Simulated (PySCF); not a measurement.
## Assignment exercise: C₅H₁₂OSi₂

Geometry:
```tsv
atom	x (Å)	y (Å)	z (Å)
C1	-1.674	0.561	0.071
C2	-1.434	-0.927	-0.147
C3	0.090	-1.030	-0.329
Si4	1.044	-1.417	1.287
O5	1.990	-0.086	1.396
Si6	1.851	1.116	0.295
C7	0.533	0.362	-0.874
C8	-0.761	1.187	-0.975
H9	-1.345	0.848	1.071
H10	-2.719	0.845	-0.052
H11	-1.800	-1.539	0.677
H12	-1.949	-1.244	-1.057
H13	0.308	-1.801	-1.073
H14	0.204	-1.437	2.480
H15	1.944	-2.561	1.179
H16	1.396	2.300	1.016
H17	3.165	1.269	-0.321
H18	0.960	0.246	-1.874
H19	-1.213	1.068	-1.964
H20	-0.595	2.251	-0.808
```

- GIAO PBE0/pcSseg-1 shieldings
- GFN2-xTB structure
- run in PySCF
- gas phase, relativity neglected, one computed conformer, equivalent nuclei averaged

Referencing at the same level of theory: TMS for 13C (σ = 186.93 ppm), 1H (σ = 31.72 ppm).

Question: Assign these signals to the numbered atoms. 13C{1H} NMR (computed): δ 32.8, 30.9, 27.7.

Answer: 
32.8 → C2/C8, sp3 CH2 in a ring: a saturated carbon with 2 carbon neighbours and no heteroatom attached
30.9 → C1, sp3 CH2 in a ring
27.7 → C3/C7, sp3 CH bonded to Si

C2/C8 and C1 lie closer than the usual error of such a calculation, so a measured spectrum could show them in the other order.

Question: Assign these signals to the numbered atoms. 1H NMR (600 MHz, computed): δ 5.24 (m, 2H), 4.87 (m, 2H), 2.00 (m, 2H), 1.82 (m, 2H), 1.81 (m, 1H), 1.77 (m, 2H), 1.15 (m, 1H).

Answer: 
5.24 → H15/H17, hydrogen on a silicon bonded to C, O, in a 5-membered ring
4.87 → H14/H16, hydrogen on a silicon bonded to C, O, in a 5-membered ring
2.00 → H13/H18, hydrogen on an sp3 CH bonded to Si
1.82 → H11/H20, hydrogen on an sp3 CH2 in a ring
1.81 → H10, hydrogen on an sp3 CH2 in a ring: far from electronegative atoms and π systems
1.77 → H12/H19, hydrogen on an sp3 CH2 in a ring
1.15 → H9, hydrogen on an sp3 CH2 in a ring: far from electronegative atoms and π systems

H11/H20 and H10; H10 and H12/H19 lie closer than the usual error of such a calculation, so a measured spectrum could show them in the other order.

Shifts are as computed. Against solution values, carbons near 30 ppm lie about +3 ppm off and those near 130 ppm about +5 ppm. Of 1211 compounds with measured shifts, 218 miss one by over three times the rms of a fit or turn the order of signals round; such compounds aren't used in these exercises. No couplings were computed; multiplicities are counted from neighbouring protons, with m where these are inequivalent, close in shift, in a saturated or five-membered ring or joined by F or P, and br s for small geminal =CH2 splittings.
